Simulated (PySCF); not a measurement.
A structure optimised at PBE-D3(BJ)/def2-SVP, used in a PySCF frequency run:

```xyz
8

C     -1.2317    -0.1648     0.0000
C     -0.5678     1.0533     0.0000
N      0.7553     0.7085     0.0000
N      0.9677    -0.6218     0.0000
C     -0.2584    -1.1817     0.0000
H     -0.9129     2.0926     0.0000
H      1.5643     1.3320     0.0000
H     -0.3656    -2.2726     0.0000
```
Charge 0, spin multiplicity 2.

**Question.** Write its SMILES, formula and point group.

**Answer.** [c]1cn[nH]c1, C₃H₃N₂, Cs

**Question.** What are its rotational constants (standard atomic weights)?

**Answer.** 10.685, 9.2894, 4.9693 GHz
